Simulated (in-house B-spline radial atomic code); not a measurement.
**Ionising Se⁷⁺ with different functionals**

Computed with a radial B-spline atomic code at the basis-set limit: four-component Dirac-Coulomb Hamiltonian, Fermi nucleus of rms radius 4.14 fm, spin-restricted, spherical fractional occupations for the functionals. The ionisation energy is the difference of two self-consistent energies, [Ar] 3d9 → [Ar] 3d8, without Breit or QED terms; ε is the level of the shell that loses the electron (mean over j). The electron is taken from both j subshells in proportion to 2j + 1, so the result is a j average, not the step between ground levels.

Hybrids are left out here: with spherical fractional occupations of an open shell their exact exchange keeps a self-interaction that integer-occupation calculations don't have.

```json
{"method": "LDA VWN5", "rung": "LDA", "ΔSCF (eV)": "188.92", "-ε(3d) (eV)": "172.12"}
{"method": "relativistic LDA", "rung": "LDA", "ΔSCF (eV)": "188.92", "-ε(3d) (eV)": "172.12"}
{"method": "LDA PW92", "rung": "LDA", "ΔSCF (eV)": "188.90", "-ε(3d) (eV)": "172.11"}
{"method": "LDA exchange-only", "rung": "LDA", "ΔSCF (eV)": "186.66", "-ε(3d) (eV)": "169.89"}
{"method": "PBE", "rung": "GGA", "ΔSCF (eV)": "188.61", "-ε(3d) (eV)": "171.80"}
{"method": "PBEsol", "rung": "GGA", "ΔSCF (eV)": "188.55", "-ε(3d) (eV)": "171.75"}
{"method": "BLYP", "rung": "GGA", "ΔSCF (eV)": "188.49", "-ε(3d) (eV)": "171.69"}
{"method": "RPBE", "rung": "GGA", "ΔSCF (eV)": "188.53", "-ε(3d) (eV)": "171.72"}
{"method": "PW91", "rung": "GGA", "ΔSCF (eV)": "188.79", "-ε(3d) (eV)": "171.97"}
{"method": "BP86", "rung": "GGA", "ΔSCF (eV)": "188.68", "-ε(3d) (eV)": "171.87"}
{"method": "AM05", "rung": "GGA", "ΔSCF (eV)": "188.60", "-ε(3d) (eV)": "171.80"}
{"method": "OLYP", "rung": "GGA", "ΔSCF (eV)": "189.48", "-ε(3d) (eV)": "172.62"}
```

Question: How do they compare with the NIST value?

Answer: NIST lists 184 eV ± 2.1 (tabulated theory, ground level to ground level). Errors run from +2.66 to +5.48 eV. The correlated functionals all miss on the same side by more than they spread, so the cause is common to them (Breit-QED terms, spin polarisation, the choice among j levels, multiplet and fine-structure energies, or a listed next ion that isn't the cheapest removal here) and closeness doesn't rank the functionals.
